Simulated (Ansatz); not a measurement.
Complex (SMILES): F (HF) with C#N (CH-N), atoms 1 to 2 the first; geometry from B3LYP-D3(BJ)/def2-TZVP, monomers rigid:
```xyz
5

F      0.9503     0.5484    -0.1025
H      0.2877     0.3564     0.5335
C     -1.8028    -0.2520     2.5405
N     -0.9963    -0.0166     1.7661
H     -2.5562    -0.4720     3.2639
```

Basis-set convergence of the uncorrected interaction energy at wB97M-V with Ansatz (a first-principles code). Cartesian d functions, on some or all atoms, in 6-31G*, 6-31+G*; all else is spherical. The program fits the integrals of some runs and decomposes those of others, by size. The functional holds VV10 correlation; no added dispersion term, no relativity. Functions are those of the species that has most. Reference: the counterpoise-corrected one, the value in aug-pcseg-3, -7.61 kcal/mol, itself unsure by roughly 0.01 kcal/mol (its mean distance from aug-cc-pVQZ, def2-QZVPPD, counterpoise-corrected). Deviations are taken from unrounded values.

```csv
basis,functions,uncorrected interaction energy (kcal/mol)
6-31G*,49,-7.68
6-31+G*,61,-8.03
cc-pVDZ,52,-8.50
aug-cc-pVDZ,87,-7.98
def2-SVP,52,-8.88
def2-SVPD,79,-9.33
pcseg-1,52,-8.68
aug-pcseg-1,87,-8.47
6-311G**,66,-8.12
6-311+G**,78,-8.10
def2-TZVP,105,-7.85
def2-TZVPD,132,-7.67
cc-pVTZ,118,-7.91
aug-cc-pVTZ,184,-7.77
pcseg-2,118,-7.80
aug-pcseg-2,184,-7.75
def2-TZVPP,121,-7.76
def2-TZVPPD,148,-7.72
cc-pVQZ,225,-7.75
aug-cc-pVQZ,332,-7.65
def2-QZVPP,231,-7.71
def2-QZVPPD,258,-7.61
pcseg-3,246,-7.65
aug-pcseg-3,353,-7.64
```

What the diffuse functions change, pair by pair:
- 6-31G* to 6-31+G*: 12 more functions, deviation -0.07 to -0.42 kcal/mol
- cc-pVDZ to aug-cc-pVDZ: 35 more functions, deviation -0.89 to -0.37 kcal/mol
- def2-SVP to def2-SVPD: 27 more functions, deviation -1.27 to -1.72 kcal/mol
- pcseg-1 to aug-pcseg-1: 35 more functions, deviation -1.08 to -0.87 kcal/mol
- 6-311G** to 6-311+G**: 12 more functions, deviation -0.51 to -0.49 kcal/mol
- def2-TZVP to def2-TZVPD: 27 more functions, deviation -0.24 to -0.06 kcal/mol
- cc-pVTZ to aug-cc-pVTZ: 66 more functions, deviation -0.30 to -0.16 kcal/mol
- pcseg-2 to aug-pcseg-2: 66 more functions, deviation -0.19 to -0.14 kcal/mol
- def2-TZVPP to def2-TZVPPD: 27 more functions, deviation -0.15 to -0.11 kcal/mol
- cc-pVQZ to aug-cc-pVQZ: 107 more functions, deviation -0.14 to -0.04 kcal/mol
- def2-QZVPP to def2-QZVPPD: 27 more functions, deviation -0.10 to 0.00 kcal/mol
- pcseg-3 to aug-pcseg-3: 107 more functions, deviation -0.04 to -0.03 kcal/mol

Leaving out the reference's own pair, they bring the value nearer the reference by more than 0.01 kcal/mol in 8 of 11 pairs.
